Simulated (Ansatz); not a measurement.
Ansatz (a program for electronic structure) input (B3LYP-D3(BJ)/def2-TZVP):

Ansatz 0.2 input:
```yaml
crystal:
  periodic: [false, false, false]
  atoms:
    - {symbol: Al, position_ang: [-0.02064940, -0.02522880, 0.00439940]}
    - {symbol: H, position_ang: [0.65039900, -0.48041552, 1.38769039]}
    - {symbol: H, position_ang: [-0.34602759, 1.52296178, -0.25759100]}
    - {symbol: H, position_ang: [-0.36537281, -1.11797985, -1.11700245]}
basis:
  gaussian:
    orbitals: def2-TZVP
hamiltonian:
  xc: b3lyp
  dispersion: d3bj
total_charge: 1
magnetization: {spin_polarized: true, initial_magnetization: 1}
relax: {f_tol: 0.002, max_steps: 150}
```

End of the output:

```
relax step  21: F+E_penalty+E_count = -6635.49325008 eV  Δ(F+E_penalty+E_count) = -9.136e-5 eV  max|allowed force component| = 1.999e-3 eV/Å  Δτ_max = 0.0025 Å  (23 SCF iters, accepted)
these checks for a lower state are left out or cut short: starts, cluster_reference, orbital_swaps, neighbouring_geometries, increment
integrals: 0.01 GiB planned
391 factors; their error is unknown
mean field: 0.12 GiB planned
mean field -6635.43927648 eV, -243.8478957485 hartree, gradient 1.5e-5 eV, S^2 0.759458; 0 other end points of the search recorded, 0 dependent functions left out
the calculation of the forces begins
reference -6635.43949323 eV, -243.8479037138 hartree; 8, 7 occupied and 47, 48 virtual orbitals, 391 factors
relax step  22: F+E_penalty+E_count = -6635.49323679 eV  Δ(F+E_penalty+E_count) = +1.329e-5 eV  max|allowed force component| = 9.074e-3 eV/Å  Δτ_max = 0.0034 Å  (22 SCF iters, rejected (line search))
these checks for a lower state are left out or cut short: starts, cluster_reference, orbital_swaps, neighbouring_geometries, increment
integrals: 0.01 GiB planned
391 factors; their error is unknown
mean field: 0.12 GiB planned
mean field -6635.43929242 eV, -243.8478963343 hartree, gradient 3.6e-5 eV, S^2 0.759498; 0 other end points of the search recorded, 0 dependent functions left out
the calculation of the forces begins
reference -6635.43950920 eV, -243.8479043007 hartree; 8, 7 occupied and 47, 48 virtual orbitals, 391 factors
relax step  23: F+E_penalty+E_count = -6635.49325241 eV  Δ(F+E_penalty+E_count) = -2.331e-6 eV  max|allowed force component| = 2.384e-4 eV/Å  Δτ_max = 0.0010 Å  (19 SCF iters, accepted)
integrals: 0.01 GiB planned
391 factors; their error is unknown
mean field: 0.12 GiB planned
mean field evaluation 192: about -6635.4269 eV, gradient 6.5e-1 eV
mean field -6635.43929242 eV, -243.8478963343 hartree, gradient 3.6e-5 eV, S^2 0.759498; 1 other end points of the search recorded, 0 dependent functions left out
the calculation of the forces begins
reference -6635.43950920 eV, -243.8479043007 hartree; 8, 7 occupied and 47, 48 virtual orbitals, 391 factors
Total energy: -6635.49346919 eV, -243.8498872937 hartree
Atom 0 at    -0.086861    -0.241227    -0.213293 Å, force    -0.000049    -0.000210    -0.000202 eV/Å
Atom 1 at     0.539910     0.067930     1.306042 Å, force     0.000049    -0.000000     0.000117 eV/Å
Atom 2 at    -0.120941     1.376610     0.208865 Å, force    -0.000005     0.000238     0.000068 eV/Å
Atom 3 at    -0.413759    -1.303975    -1.284118 Å, force     0.000006    -0.000028     0.000017 eV/Å
Dipole moment:     0.029399     0.095563     0.096304 e Å
```
